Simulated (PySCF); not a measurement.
Cl₂Y, neutral, multiplicity 2. Atoms are numbered in the order given.

```xyz
3

Y      0.0000     0.0000     0.5171
Cl     0.0000     2.1713    -0.5932
Cl     0.0000    -2.1713    -0.5932
```
Charge 0, spin multiplicity 2.

Coordinates come from a B3LYP-D3(BJ)/def2-TZVP optimisation. The spin state was assumed, not searched. The isomer is the one that the SMILES or the coordinates give; other isomers of the formula were not compared. The def2 effective core potentials stand for the cores of Y; spin–orbit coupling is left out.

Calculation: PySCF with PBE/def2-TZVPD.

Mulliken values depend strongly on the basis, most of all with diffuse functions as here. ESP charges are fitted to the potential on shells at 1.4 to 2.0 van der Waals radii. Atomic charges (e):

```csv
atom,Mulliken,ESP fit,Mulliken spin
Y1,0.88,[?],1.01
Cl2,-0.44,[?],0.00
Cl3,-0.44,[?],0.00
```

Complete the blanks. (An estimate is asked for; the answer gives what the named calculation found.)


- Y1, ESP fit: 0.61
- Cl2, ESP fit: -0.31
- Cl3, ESP fit: -0.31
